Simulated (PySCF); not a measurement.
Worked example: oscillator strength and radiative lifetime

C₄H₈Si, SMILES C([SiH3])(C)=C=C.

Coordinates come from a B3LYP-D3(BJ)/def2-SVP optimisation. The structure was generated by enumeration, and PubChem lists no compound with its InChIKey, so it may never have been made.

TDA-PBE/def2-SVPD (PySCF) puts the first singlet state with f over 0.02 at 6.06 eV (vertical), with the transition dipole (0.332, 0.180, 0.000) in atomic units.

Question: Find the oscillator strength, the wavelength and the radiative lifetime that this transition would have in vacuum if emission retraced absorption.

Answer: 
|μ|² = 0.1426 au, so |μ| = 0.96 D. ΔE = 6.06/27.211 = 0.2227 hartree. f = (2/3) ΔE |μ|² = 0.021 (the program prints 0.021).
λ = 1239.84/6.06 = 205 nm; ν = 48877 cm⁻¹.
Einstein's coefficient A = 0.6670 ν² f s⁻¹ (ν in cm⁻¹) = 3.4e7 s⁻¹, so τ = 1/A = 30 ns. This state is S3; the lower singlets have f = 0.001, 0.000. The figure is the radiative limit of this one transition; relaxation, internal conversion, crossing to triplets and a medium change what is measured.
